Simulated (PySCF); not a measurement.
Constitutional and geometric isomers with formula CH10Si3. All species are isolated molecules in the gas phase. One relaxed conformer stands for each flexible species; it need not be the lowest. Strings in code marks are SMILES.

The numbers are results of PySCF with B3LYP-D3(BJ)/def2-TZVP, not measurements. B3LYP has the VWN-RPA correlation part, as in Gaussian. 

```tsv
species	HOMO–LUMO gap (eV)	HOMO (eV)
`[SiH2]([SiH2][SiH3])C` (C–Si–Si–Si torsion 59°)	7.25	-7.57
`[SiH]([SiH3])(C)[SiH3]`	7.13	-7.53
`[SiH3]C[SiH2][SiH3]` (Si–C–Si–Si torsion 56°)	7.61	-7.90
`[SiH3]C([SiH3])[SiH3]`	8.33	-8.58
```
